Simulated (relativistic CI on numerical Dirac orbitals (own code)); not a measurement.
L2,3 absorption of manganese in several valence states

Computed multiplet spectra 2p⁶3dⁿ → 2p⁵3dⁿ⁺¹ (Dirac-Coulomb-Breit ions, Slater integrals scaled by 0.7, an assumed crystal field that grows with the charge, no charge transfer; 300 K; Lorentzian 0.4 eV and Gaussian 0.3 eV FWHM at both edges, so that L2 comes out sharper than in experiment). Peaks over 5 % are given in eV from the highest peak in the L3 region of each spectrum (height, largest 100). S of the lowest state is read from ⟨S²⟩, and the branching ratio is the share of L3, cut at the minimum between the edges.

Field parameters in Wybourne normalisation: Oh B⁴₀ = 21Dq, B⁴₄ = √(5/14) B⁴₀. The field is a parameter set, without covalency.

- Mn2+ (d5, Oh, 10Dq = 16250 cm⁻¹): S = 2.50, high spin, branching ratio 0.76; peaks -2.0 (44), 0.0 (100), 1.1 (25), 3.7 (5), 8.8 (15), 10.1 (11), 10.9 (19), 11.9 (15)
- Mn3+ (d4, Oh, 10Dq = 21000 cm⁻¹): S = 1.09, low spin, branching ratio 0.67; peaks -3.3 (40), -0.6 (99), 0.0 (100), 0.7 (89), 8.1 (26), 9.4 (61), 9.8 (62), 11.5 (21), 13.2 (6)
- Mn4+ (d3, Oh, 10Dq = 25700 cm⁻¹): S = 1.50, branching ratio 0.60; peaks -3.5 (40), -1.7 (54), 0.0 (81), 0.6 (73), 0.9 (73), 3.6 (9), 5.2 (6), 8.0 (41), 8.9 (100), 10.0 (33), 11.3 (42)
- Mn5+ (d2, Oh, 10Dq = 30450 cm⁻¹): S = 1.00, branching ratio 0.60; peaks -6.5 (8), -6.0 (10), -4.1 (40), -2.8 (29), -1.9 (28), 0.0 (100), 0.7 (83), 4.2 (31), 6.4 (17), 7.7 (36), 8.8 (61), 10.4 (66), 11.3 (53), 12.8 (10)

The centroid of the whole edge, which also moves with the branching ratio, lies at 645.1 (Mn2+), 648.4 (Mn3+), 652.8 (Mn4+), 657.3 (Mn5+) eV in this ionic model, in steps of 3.3 to 4.5 eV. Compounds show about 1 to 2 eV a unit and lower energies for the high valences, since ligands screen the charge. The multiplet shape follows the d count and the spin state, and so serves as a fingerprint of valence. Mn3+ lies at a spin crossover.
